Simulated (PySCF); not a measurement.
**MTe for M along the chalcogens**

PBE with double-zeta basis sets in PySCF, for the lowest determinant that a PBE0 search found; no spin–orbit coupling. De refers to high-spin ground-configuration atoms. A positive dipole means M(−)Te(+).

| M | basis | state (unpaired electrons) | Re (Å) | ωe (cm⁻¹) | De (eV) | μ (D) |
| --- | --- | --- | --- | --- | --- | --- |
| O | def2-SVP | triplet (π ↑↑) | 1.884 | 749 | 4.47 | 2.68 |
| S | x2c-SVPall | triplet (π ↑↑) | 2.275 | 451 | 3.97 | 1.54 |
| Se | cc-pVDZ-PP | triplet (π ↑↑) | 2.404 | 304 | 3.67 | 0.91 |
| Te | def2-SVP | triplet (π ↑↑) | 2.601 | 243 | 3.36 | n/a |

The shortest bond is that of TeO (1.884 Å), the longest that of Te2 (2.601 Å). TeO is bound most strongly (4.47 eV) and Te2 least (3.36 eV).

The rows differ in basis set, which adds steps of its own.

Relativity is treated differently too: O scalar-relativistic core potentials; S spin-free X2C; Se scalar-relativistic core potentials; Te scalar-relativistic core potentials.

Down a group bonds as a rule get longer and wavenumbers fall, partly through the reduced mass; this series shows no clear exception.

Spin–orbit coupling is left out, which matters for elements this heavy, above all for dissociation energies. States were picked by a PBE0 search and need not be the measured ground states.
